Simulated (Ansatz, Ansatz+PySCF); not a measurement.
| atom | x (Å) | y (Å) | z (Å) |
| --- | --- | --- | --- |
| Al | 0.0000 | 0.0000 | 0.0000 |
| Cl | 1.2486 | 1.2486 | 1.2486 |
| Cl | 1.2486 | -1.2486 | -1.2486 |
| Cl | -1.2486 | 1.2486 | -1.2486 |
| Cl | -1.2486 | -1.2486 | 1.2486 |

RHF on singlet AlCl₄(-) was run in several spherical basis sets with Ansatz (development build ahead of 0.2.0). Caution: no diffuse functions for an anion.

**Question.** Rank the basis sets by the total energy that they give, lowest first, with the distance from the lowest.
A. cc-pVDZ
B. cc-pVTZ
C. def2-TZVP
D. def2-SVP

**Answer.** B (0.00 eV), C (0.95 eV), A (2.22 eV), D (20.41 eV).

Totals follow the description of the cores as much as that of the bonds, so this order isn't one of quality for chemistry.
